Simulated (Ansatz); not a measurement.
# Group exchange: CH6OSi + C2H5FSn → SiH3(OH) + C3H7FSn

Species: CH6OSi `CO[SiH3]`, singlet; C2H5FSn `C[CH2][Sn][F]`, singlet; SiH3(OH) (silanol), singlet; C3H7FSn `C[CH](C)[Sn][F]`, singlet. The partners trade CH3 for H: O–CH3 and C–H bonds give way to O–H and C–CH3.

Shapes, held fixed at every level: PBE0-D4/def2-TZVP. Flexible molecules stand in one conformer, not always the lowest. Programs: Ansatz 0.2.0. The zero-point and thermal change to 298 K, harmonic and unscaled (PBE0-D4/def2-TZVP), is -0.7 kJ/mol.

Problem. Estimate ΔH(298 K) of this reaction.

Solution. The highest level, CCSD(T)/def2-TZVPP, gives ΔH(298 K) = -53.6 kJ/mol; the levels span -53.6 to -33.9. The column of differences is taken from that level and isn't an error. No measured value is set beside it here. For atoms past krypton def2 sets carry core potentials with scalar relativity. Outer-core shells of Sn are correlated, in sets that cover them unevenly.

```tsv
level	kind	ΔH(298 K) (kJ/mol)	less CCSD(T)/def2-TZVPP
HF/def2-TZVPP	Hartree–Fock	-33.9	+19.7
SPW92/def2-TZVPP	LDA	-53.5	+0.1
B3LYP-D4/def2-TZVPP	global hybrid	-45.3	+8.3
B2PLYP/def2-TZVPP	double hybrid	-46.7	+6.9
MP2/def2-SVP	perturbation theory	-52.5	+1.1
CCSD/def2-SVP	coupled cluster or CI	-44.3	+9.3
CCSD(T)/def2-TZVPP	coupled cluster or CI	-53.6	0.0
```
